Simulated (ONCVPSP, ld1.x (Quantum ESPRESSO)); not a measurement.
# Potentials for iridium compared

Generated with ld1.x 7.5 (TM, RRKJ, ultrasoft, PAW), atompaw 4.2 or ONCVPSP 4.0.1. The cutoff is in Ry: for ld1.x and atompaw files where the sum of valence levels is converged to 10 mRy in a Bessel basis, for ONCV files where the hardest occupied wave has 1 mHa per electron of residual kinetic energy. The error is the largest all-electron minus pseudo excitation energy over each file’s own four to seven test configurations (ionisations up to +4, promotions, holes and added fractions of an electron), all of which were solved. The labels leave out finer settings (local radius, basis sizes, second energies), which also bear on the numbers. Spin-polarised tests are not counted. The rows are a selection from randomly drawn settings: files with unsolved tests, undetermined cutoffs or missed reference levels are left out.

A true bound ghost makes a file unfit for plane-wave use even where its test errors are small: the radial tests pick states by their node count and pass the ghost by.

```csv
potential,cutoff (Ry),largest error (meV),bound ghosts
"ONCV, PBE, scalar-relativistic, rc 1.65/1.20/2.35/2.15 (spdf), local smoothed, core correction yes, reference 5s2 5p6 5d7 6s1.75, qcut 6.1/6.9/6.7/4.8, projectors 2/2/2/3",294,-111,none
"ONCV, PBEsol, scalar-relativistic, rc 1.85/1.35/1.75 (spd), local smoothed, core correction yes, reference 5s2 5p6 5d7 6s1, qcut 5.1/10/10.3, projectors 2/2/2",78,-21,none
"ONCV, PBE, scalar-relativistic, rc 1.50/1.75/1.85 (spd), local smoothed, core correction no, reference 5s2 5p6 5d7 6s2, qcut 7/8.4/10, projectors 3/1/1",71,+19,none
"ONCV, PBE, scalar-relativistic, rc 1.40/1.70/2.45/2.20 (spdf), local smoothed, core correction yes, reference 5s2 5p6 5d7 6s1, qcut 9/8.6/5.2/4.7, projectors 2/3/2/2",61,-291,none
"ONCV, PBEsol, scalar-relativistic, rc 1.40/1.90/2.25/0.65 (spdf), local smoothed, core correction yes, reference 4f14 5s2 5p6 5d7 6s2, qcut 7.4/6/6.8/25.1, projectors 2/1/2/2",572,+168,"s, p"
```

Problem. Fill in the row for Ir: PAW, revPBE, scalar-relativistic, rc 1.40/1.80/2.10 (spd), local smoothed, core correction yes, reference 5s2 5p6 5d7 6s1 6p1.

Solution. cutoff 35 Ry, largest error -188 meV, bound ghosts: none.
